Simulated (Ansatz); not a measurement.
A made-up structure of SiH$_{3}$TeO (charge -1), closed shell:

```
atom    x (Å)    y (Å)    z (Å)
  O1   1.2314  -2.1043   1.3760
 Te2  -0.2710  -1.8712   0.2726
 Si3  -0.2237   0.5607  -0.2943
  H4   0.0124  -3.5355   0.1962
  H5   0.9884   1.0393  -1.0409
  H6  -0.3273   1.5077   0.8667
```

It is relaxed with PBE-D4/def2-SVPD and then PBE0-D4/def2-TZVPD (Ansatz 0.2.0). Atoms count as bonded within 1.22 times the sum of their covalent radii (H–H: 0.88 Å). The end point is not checked to be a true minimum.

Problem. Does its bonding change? (Judge from chemistry; the calculation decides.)

Solution. Computed: No: no bond forms or breaks.

Where it ends: The first stage lowers the energy by 2.82 eV in 13 steps. It ends as SiH₃TeO ([O][TeH][SiH2]), total charge -1:
```xyz
6
angstrom
O 1.4814 -2.0141 1.6659
Te -0.1823 -1.7661 0.9080
Si -0.4685 0.3844 -0.5348
H -0.0705 -2.7267 -0.4912
H 1.0112 0.4742 -0.8981
H -0.3611 1.2452 0.7266
```

Labels in which every atom is bracketed show which atoms are joined, not bond orders.

For scale, one of the runs: PBE0-D4/def2-TZVPD relaxation, 169 basis functions, launched by `ansatz run in.yaml --threads 2 --pin off --events-out ev --progress --plain --max-ram 4352MiB`. The run took about 33 s on 2 CPU threads of an Arm Neoverse V2 (shared host).
